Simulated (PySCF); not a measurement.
**Bi: ionisation energy**

Bi [Xe] 4f14 5d10 6s2 6p3 (4S) → Bi⁺ [Xe] 4f14 5d10 6s2 6p2 (3P), as a difference of total energies. Computed with PySCF 2.14 in ANO-RCC-VTZP, with the spin-free X2C one-electron Hamiltonian (Gaussian nucleus). Correlated levels: valence: [Xe] 4f14 5d10 frozen. The calculations carry no spin-orbit coupling.

```json
{"method": "UHF", "ionisation energy (eV)": "8.223"}
{"method": "MP2 (valence)", "ionisation energy (eV)": "8.572"}
{"method": "SCS-MP2 (valence)", "ionisation energy (eV)": "8.466"}
{"method": "CCSD (valence)", "ionisation energy (eV)": "8.577"}
{"method": "CCSD(T) (valence)", "ionisation energy (eV)": "8.598"}
```

How much does correlation contribute at CCSD(T) (valence)?

8.598 − (8.223) = 0.375 eV, measured against UHF.

Spin-orbit coupling is strong in these open shells (close to jj coupling). The scalar numbers leave it out and a first-order estimate fails, so it can dominate the gap to the real levels.

Errors of the correlated levels include the incompleteness of this basis and the frozen core.

For comparison: 7.286 eV (measured; NIST Atomic Spectra Database, ionization energies).
